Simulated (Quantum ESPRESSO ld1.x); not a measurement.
The numbers below are computed, except where a source is named.
Question: The mean radii <r> (bohr) of the occupied orbitals of an atom or ion are listed with their occupations. Level of theory: Dirac Kohn-Sham, PBE, spin-unpolarised, spherical densities, point nucleus (ld1.x of Quantum ESPRESSO 7.5).

| orbital | occ. | <r> |
|---|---|---|
| 1s1/2 | 2 | 0.06090 |
| 2s1/2 | 2 | 0.2792 |
| 2p1/2 | 2 | 0.2451 |
| 2p3/2 | 4 | 0.2480 |
| 3s1/2 | 2 | 0.8334 |
| 3p1/2 | 2 | 0.8662 |
| 3p3/2 | 4 | 0.8739 |
| 3d3/2 | 3 | 0.9688 |
| 6p1/2 | 1 | 8.005 |

Name the element and its charge. Open shells, if any, fill j = l - 1/2 first.

Answer: Z = 25, manganese, charge +3: Mn3+ in [Ar] 3d3 6p1. The 1s radius gives Z: for a bare nucleus <r> = (2 gamma + 1)/(2Z) with gamma = sqrt(1 - (Z/c)^2), 0.05933 bohr for Z = 25, and screening makes it slightly larger (0.06090 here). The occupations add up to 22, and the charge is Z minus that.
